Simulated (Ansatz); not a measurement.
Reaction (formal exchange of groups at a B–Al bond): `[BH2][AlH][CH2]OC` + `CCC(C)O` → `BCC(C)O` + `CO[CH2][AlH][CH3]`

Computed with Ansatz on PBE0-D4/def2-TZVP structures; ΔE is electronic, products minus reactants. CCSD(T)/CBS adds triple-zeta CCSD(T) − MP2 to the extrapolated MP2 energy (def2 sets, frozen cores). DFT in def2-TZVPP. One conformer a species, not always the lowest.

```
         level  ΔE (kJ/mol)
          PBE0        -66.7
CCSD/CBS(def2)        -82.6
```

**Question.** What does CCSD(T)/CBS give? (Best estimate.)

**Answer.** Ansatz gave: -77.7 kJ/mol. The listed levels differ from it by 11.0, -4.9 kJ/mol.

Largest T1 diagnostic among the species: 0.014.

In def2-TZVPP, CCSD(T) changes the Hartree–Fock value by +27.5 kJ/mol (the triples alone add +4.8 kJ/mol) and MP2 by +17.8 kJ/mol. The D4 term adds +3.6 kJ/mol with B3LYP and +1.7 kJ/mol with PBE0; it sums over pairs of atoms, weighted by their polarisabilities, and B3LYP, whose exchange is more repulsive, gets the larger term. From PBE to PBE0 (25 % exact exchange), in def2-TZVPP and without D4, ΔE moves by −10.5 kJ/mol.

B3LYP here is the variant with VWN-RPA as its local correlation; programs differ in this.
